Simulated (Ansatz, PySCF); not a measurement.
Cl2Si, charge -1, doublet, at a GFN2-xTB geometry (a state made from the parent by changing its charge; the spin is typed, not shown lowest). Base run: MP2/cc-pVDZ in PySCF.

The PySCF input:
```python
from pyscf import gto, scf, mp

mol = gto.Mole()
mol.atom = '''
    Si    0.00192852    0.00722659    1.06771357
    Cl    1.17861260    1.40733335   -0.45132240
    Cl   -1.18020079   -1.41328466   -0.42797112
'''
mol.basis = 'cc-pvdz'
mol.charge = -1
mol.spin = 1
mol.verbose = 4
mol.build()

mf = scf.UHF(mol)
mf.kernel()

pt = mp.MP2(mf)
pt.kernel()
print('E(MP2) = %.10f' % pt.e_tot)
```

The same geometry, method and basis name were run in Ansatz (a first-principles code) and PySCF, at each program's defaults and at the settings that a row names. The base is PySCF at its defaults. Differences at the defaults can come from grids, fitting, cores and function types together.

```
code and settings                                                                 ΔE vs base (mEh)  basis functions       E (Eh)  SCF cycles
--------------------------------------------------------------------------------  ----------------  ---------------  -----------  ----------
PySCF, defaults (exact integrals, spherical functions, all electrons correlated)             0.000               54  -1208.39372          12
Ansatz, defaults (factorised integrals, spherical functions, frozen core)                   17.895               54  -1208.37583           -
PySCF, frozen core                                                                          17.887               54  -1208.37583          12
Ansatz, high accuracy, frozen core                                                          17.887               54  -1208.37583           -
```

Open shells are given as the SCF converged; they aren't shown to be the lowest states, and a large step between rows can be another state.
